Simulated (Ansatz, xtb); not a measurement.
**Isomers of CH3BClISi in order of energy**

9 gas-phase structures of CH3BClISi, found in a search over its isomers (lower ones may exist). Each was relaxed with GFN2-xTB; where two conformers were screened, the lower at r2SCAN-D4/def2-SVP is listed:

A. `ClB=C[SiH2]I`, a singlet
B. `B/C=[Si](\Cl)I`, a singlet
C. `B/C=[Si](/Cl)I`, a singlet
D. `Cl/[SiH]=C\BI`, a singlet
E. `[SiH2]=CB(Cl)I`, a singlet
F. `ClB/C=[SiH]/I`, a singlet
G. `B=C[SiH](Cl)I`, a singlet
H. `Cl/[SiH]=C/BI`, a singlet
I. `ClB/C=[SiH]\I`, a singlet

Q: Estimate their order in r2SCAN-D4/def2-SVP energy at these geometries, lowest first.

A: Calculated order at r2SCAN-D4/def2-SVP: F (0.0), I (2.2), G (8.8), A (11.8), H (14.0), E (15.0), D (16.5), C (24.3), B (26.0) kJ/mol. Less than 1 kcal/mol parts F and I; G and A; A and H; H and E; E and D; C and B, so the order within those pairs means little.

Energies above the lowest of each column, in kJ/mol; the last columns are at B3LYP-D3(BJ)/def2-SVP geometries and were run for some of them only (a dash: not run or not comparable):

```json
{"structure": "F", "GFN2-xTB": "23.4", "HF/STO-3G": "27.8", "r2SCAN-D4/def2-SVP": "0.0", "B3LYP-D3(BJ)/def2-SVP": "0.0", "CCSD(T)/def2-SVP + ΔMP2/def2-TZVPP": "0.0"}
{"structure": "I", "GFN2-xTB": "24.3", "HF/STO-3G": "29.9", "r2SCAN-D4/def2-SVP": "2.2", "B3LYP-D3(BJ)/def2-SVP": "6.0", "CCSD(T)/def2-SVP + ΔMP2/def2-TZVPP": "5.9"}
{"structure": "G", "GFN2-xTB": "26.7", "HF/STO-3G": "0.0", "r2SCAN-D4/def2-SVP": "8.8", "B3LYP-D3(BJ)/def2-SVP": "11.6", "CCSD(T)/def2-SVP + ΔMP2/def2-TZVPP": "–"}
{"structure": "A", "GFN2-xTB": "26.3", "HF/STO-3G": "31.1", "r2SCAN-D4/def2-SVP": "11.8", "B3LYP-D3(BJ)/def2-SVP": "–", "CCSD(T)/def2-SVP + ΔMP2/def2-TZVPP": "–"}
{"structure": "H", "GFN2-xTB": "0.0", "HF/STO-3G": "42.3", "r2SCAN-D4/def2-SVP": "14.0", "B3LYP-D3(BJ)/def2-SVP": "–", "CCSD(T)/def2-SVP + ΔMP2/def2-TZVPP": "–"}
{"structure": "E", "GFN2-xTB": "27.7", "HF/STO-3G": "53.9", "r2SCAN-D4/def2-SVP": "15.0", "B3LYP-D3(BJ)/def2-SVP": "–", "CCSD(T)/def2-SVP + ΔMP2/def2-TZVPP": "–"}
{"structure": "D", "GFN2-xTB": "1.6", "HF/STO-3G": "46.9", "r2SCAN-D4/def2-SVP": "16.5", "B3LYP-D3(BJ)/def2-SVP": "–", "CCSD(T)/def2-SVP + ΔMP2/def2-TZVPP": "–"}
{"structure": "C", "GFN2-xTB": "26.2", "HF/STO-3G": "47.2", "r2SCAN-D4/def2-SVP": "24.3", "B3LYP-D3(BJ)/def2-SVP": "–", "CCSD(T)/def2-SVP + ΔMP2/def2-TZVPP": "–"}
{"structure": "B", "GFN2-xTB": "26.1", "HF/STO-3G": "51.9", "r2SCAN-D4/def2-SVP": "26.0", "B3LYP-D3(BJ)/def2-SVP": "–", "CCSD(T)/def2-SVP + ΔMP2/def2-TZVPP": "–"}
```

CCSD(T)/def2-SVP + ΔMP2/def2-TZVPP puts F lowest of those it was run on; GFN2-xTB picks H, HF/STO-3G picks G. Some further structures that were screened fall inside this span and aren't listed. Flexible structures stand in one conformer each, not always the lowest. Frequencies (B3LYP-D3(BJ)/def2-SVP) were run for F, I alone. Atoms past krypton carry core potentials in the def2 sets, without spin–orbit terms. ΔMP2 is the change of the MP2 energy from the smaller to the larger basis.

Over these structures GFN2-xTB departs from r2SCAN-D4/def2-SVP by 12.3 kJ/mol on average once a common shift is removed. A GFN2-xTB relaxation took about 0.14 s and the r2SCAN-D4/def2-SVP energy about 3.9 s on a shared host (Ansatz 0.2.0, xtb 6.7.1).
